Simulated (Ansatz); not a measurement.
Computed with Ansatz on PBE0-D4/def2-TZVP structures; ΔE is electronic, products minus reactants. CCSD(T)/CBS adds triple-zeta CCSD(T) − MP2 to the extrapolated MP2 energy (def2 sets, frozen cores). This one scheme is used for every species. Functionals use def2-TZVPP. B3LYP here is the variant with VWN-RPA as its local correlation; programs differ in this. HSE06 is defined as in plane-wave codes.

Reaction (formal exchange of groups at the Al–Cl bond): `[Cl][Al]1[CH2][O]1` + SiH₄ → `[SiH3][Al]1[CH2][O]1` + HCl

| level | ΔE (kJ/mol) | difference from CCSD(T)/CBS |
| --- | --- | --- |
| PBE-D4 | 114.7 | -20.6 |
| revPBE-D4 | 117.0 | -18.3 |
| BLYP-D4 | 129.3 | -6.0 |
| r2SCAN-D4 | 133.7 | -1.6 |
| B97M-V | 135.7 | 0.4 |
| PBE0-D4 | 122.9 | -12.4 |
| B3LYP-D4 | 134.6 | -0.7 |
| r2SCANh-D4 | 135.1 | -0.2 |
| r2SCAN0-D4 | 136.9 | 1.6 |
| HSE06-D4 | 122.8 | -12.5 |
| BHLYP-D4 | 143.5 | 8.2 |
| CAM-B3LYP-D4 | 138.8 | 3.5 |
| ωB97X-V | 135.5 | 0.2 |
| ωB97M-V | 140.7 | 5.4 |
| B2PLYP | 140.0 | 4.7 |
| PBE-QIDH | 135.0 | -0.3 |
| PBE | 115.3 | -20.0 |
| revPBE | 116.6 | -18.7 |
| r2SCAN | 134.0 | -1.3 |
| PBE0 | 123.5 | -11.8 |
| B3LYP | 135.5 | 0.2 |
| r2SCANh | 135.4 | 0.1 |
| r2SCAN0 | 137.2 | 1.9 |
| HSE06 | 123.4 | -11.9 |
| BHLYP | 145.0 | 9.7 |
| CAM-B3LYP | 139.6 | 4.3 |
| HF/def2-SVP | 157.3 | 22.0 |
| MP2/def2-SVP | 148.2 | 12.9 |
| CCSD/def2-SVP | 140.4 | 5.1 |
| CCSD(T)/def2-SVP | 138.2 | 2.9 |
| HF/def2-TZVPP | 157.3 | 22.0 |
| MP2/def2-TZVPP | 145.1 | 9.8 |
| SCS-MP2/def2-TZVPP | 145.8 | 10.5 |
| CCSD/def2-TZVPP | 136.8 | 1.5 |
| CCSD(T)/def2-TZVPP | 134.1 | -1.2 |
| HF/def2-QZVPP | 156.8 | 21.5 |
| MP2/def2-QZVPP | 145.6 | 10.3 |
| HF/CBS(def2) | 156.7 | 21.4 |
| MP2/CBS(def2) | 146.3 | 11.0 |
| CCSD/CBS(def2) | 138.0 | 2.7 |
| CCSD(T)/CBS | 135.3 | 0 |

Largest T1 diagnostic among the species: 0.017.

In def2-TZVPP, CCSD(T) changes the Hartree–Fock value by −23.2 kJ/mol (the triples alone add −2.7 kJ/mol) and MP2 by −12.2 kJ/mol. Leaving LDA and LC-ωPBE aside and taking each functional with its dispersion term where it has one, the values spread over 28.8 kJ/mol, from PBE-D4 to BHLYP-D4. LDA lies −3.9 kJ/mol from PBE without D4. From r2SCAN to r2SCAN0 (25 % exact exchange), in def2-TZVPP and without D4, ΔE moves by +3.2 kJ/mol.
